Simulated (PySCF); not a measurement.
**Computed properties of CH6AlNO2, SMILES C[NH][Al]([OH])[OH]**

CH6AlNO2, SMILES C[NH][Al]([OH])[OH]. Geometry: B3LYP-D3(BJ)/def2-SVP. The structure was generated by enumeration; whether it is a known compound was not checked. One conformer was computed; it need not be the lowest. All values are computed for the isolated molecule unless a solvent is named; none is compared with measurement here.

**Structure.** The optimised structure has Cs symmetry. All 27 harmonic modes at B3LYP-D3(BJ)/def2-SVP (PySCF) are real, so it is a minimum. With heavy atoms numbered as in [Al:1]([NH:2][CH3:3])([OH:8])[OH:10], the shortest bond between them is N2–C3 at 1.454 Å and the longest Al1–N2 at 1.771 Å.

**Vibrations.** The strongest infrared lines (harmonic, unscaled, degenerate partners summed) lie at 519 cm⁻¹ (178 km/mol, H 73 %, O 23 %), 493 cm⁻¹ (156 km/mol, H 87 %, N 12 %), 589 cm⁻¹ (155 km/mol, H 73 %, O 25 %). The softest mode is at 96 cm⁻¹ and the zero-point energy is 50.8 kcal/mol.

**Electronic structure.** CAM-B3LYP/def2-TZVP (PySCF) places the frontier levels at -8.04 and 0.68 eV, a gap of 8.72 eV, and gives a dipole moment of 1.66 D and a mean polarisability of 48.6 bohr³. PBE/def2-TZVP (PySCF) at the same geometry gives -5.25 and -1.00 eV, so its gap is 4.47 eV narrower. An orbital gap is neither the optical nor the fundamental gap.

**Excitations.** TDA-M06-2X/def2-SVPD (PySCF) has S1 at 5.30 eV (234 nm, f = 0.018, weak); the most intense of the 10 singlets computed lies at 8.10 eV (f = 0.17). T1 (TDA) is at 5.05 eV, 0.25 eV under S1. TDA-PBE/def2-SVPD (PySCF) puts S1 at 4.13 eV. No vertical singlet excitation falls in the visible range (under 3.1 eV).

**NMR.** GIAO shifts at PBE0/pcSseg-1 (PySCF) (non-relativistic, atoms alike by connectivity averaged): ¹³C at 34.5 ppm against TMS; ¹H from -0.2 to 3.1 ppm against TMS.
